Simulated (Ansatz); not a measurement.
Energy difference R1 → P1 + P2, each structure at its B3LYP-D3(BJ)/def2-TZVP stationary point, reached from a drawn start (curvature not checked).
R1, HF (SMILES F) (charge 0, multiplicity 1):
```tsv
atom	x (Å)	y (Å)	z (Å)
H	0.0000	0.0000	-0.4622
F	0.0000	0.0000	0.4622
```
P1: F atom, charge 0, multiplicity 2.
P2: H atom, charge 0, multiplicity 2.

P less R. No zero-point or thermal terms; singlets are restricted closed shells; open shells are unrestricted; no spin–orbit coupling.

Correlated levels freeze the cores.

The values were computed with Ansatz (Gaussian basis) for Hartree–Fock, density functionals and correlated methods. All values are computed, each at the level named.

Total energies in hartree:

```
structure  PBE/def2-TZVPP  B3LYP/def2-TZVPP  CCSD(T)/cc-pVQZ
---------  --------------  ----------------  ---------------
R1            -100.393473       -100.492723      -100.373105
P1             -99.669123        -99.770147       -99.650258
P2              -0.499616         -0.502154        -0.499946
```

Task: Work out the reaction energy at each level in eV (1 hartree = 27.21139 eV), and say how far PBE/def2-TZVPP lies from CCSD(T)/cc-pVQZ.

Result: 
- PBE/def2-TZVPP: (-99.669123) + (-0.499616) − (-100.393473) = 0.224734 hartree = 6.115 eV
- B3LYP/def2-TZVPP: (-99.770147) + (-0.502154) − (-100.492723) = 0.220422 hartree = 5.998 eV
- CCSD(T)/cc-pVQZ: (-99.650258) + (-0.499946) − (-100.373105) = 0.222901 hartree = 6.065 eV
PBE/def2-TZVPP less CCSD(T)/cc-pVQZ: 0.050 eV. CCSD(T)/cc-pVQZ is the level counted from, the highest shown, and no exact or measured value.

Ansatz is an electronic-structure program.
